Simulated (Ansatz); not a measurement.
Match the barriers

Saddle point of SiN$_{2}$H$_{6}$S, singlet (SiN₂H₆S ([NH2][SiH]([NH2])[SH]) → SiN₂H₄ ([NH2][Si][NH2]) + H₂S; bonds formed: S2–H3; bonds broken: Si1–S2, Si1–H3), PBE0-D4/def2-TZVP structure:

Si1  (-0.633, -0.321, 0.110)
S2  (1.603, -1.385, -0.925)
H3  (-0.003, -1.730, -0.297)
N4  (-0.117, 0.590, 1.445)
N5  (-1.119, 0.762, -1.105)
H6  (2.060, -1.658, 0.307)
H7  (0.225, 1.536, 1.379)
H8  (0.186, 0.136, 2.290)
H9  (-1.512, 0.406, -1.961)
H10  (-0.689, 1.664, -1.242)
(Å)

Ansatz 0.2.0; basis: def2-TZVPP, with def2-QZVPP for the basis limit; cores frozen in the correlated methods. Extrapolation: Hartree–Fock as exp(−7.88 √X), correlation as X^−2.97. Four methods, as single points on the PBE0-D4 structures, gave these electronic barriers from the start structure: 55.28, 63.00, 67.48, 82.16 kcal/mol.

(1) The methods were, in alphabetical order, BLYP-D4, CCSD(T), HF, PBE0-D4. Which gave which? (A judgement: the text doesn't fix the answer.)

The T1 diagnostic stays at or below 0.015. The restricted Hartree–Fock reference is unstable towards an unrestricted one at one or more of these structures.

## Answers

(1) By the calculation: BLYP-D4 55.28; PBE0-D4 63.00; CCSD(T) 67.48; HF 82.16 kcal/mol. For comparison, CCSD(T) at an estimated basis limit (MP2 extrapolated from triple and quadruple zeta, plus CCSD(T) − MP2 in triple zeta) gives 67.17 kcal/mol.

Losses and insertions of silylenes and their heavier kin drive the gas-phase chemistry of silicon and germanium vapour deposition.

Labels in which every atom is bracketed show which atoms are joined, not bond orders.

For scale, one of the runs: CCSD(T)/def2-TZVPP, 230 basis functions, launched by `ansatz run in.yaml --threads 4 --pin off --events-out ev --progress --plain --max-ram 9574MiB`. The run took 110 s on 4 CPU threads of an Arm Neoverse N1 (shared host), with 3.8 GiB of host memory at its peak.
